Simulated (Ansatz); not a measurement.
Input for Ansatz (a first-principles code): R-CCSD(T)/cc-pVDZ on BrHOSe (SMILES O[Se]Br), a point of a torsion scan. The run froze 29 orbitals, filled d shells among them.

Ansatz 0.2 input:
```yaml
crystal:
  periodic: [false, false, false]
  atoms:
    - {symbol: O, position_ang: [-1.16058789, 0.15335450, 0.23410712]}
    - {symbol: Se, position_ang: [0.39353408, 1.01581903, -0.09324727]}
    - {symbol: Br, position_ang: [0.60055771, 0.60032442, -2.33380790]}
    - {symbol: H, position_ang: [-1.27807867, -0.59988075, -0.35282952]}
basis:
  gaussian:
    orbitals: cc-pVDZ
magnetization: {spin_polarized: false}
correlation: {method: ccsd_t, electrons: outside_noble_gas}
scf: {lower_state_search: off}
```

### Question
Predict the final total energy.

### Answer
-5048.0682 hartree (reference determinant -5047.6156, T1 diagnostic 0.013).
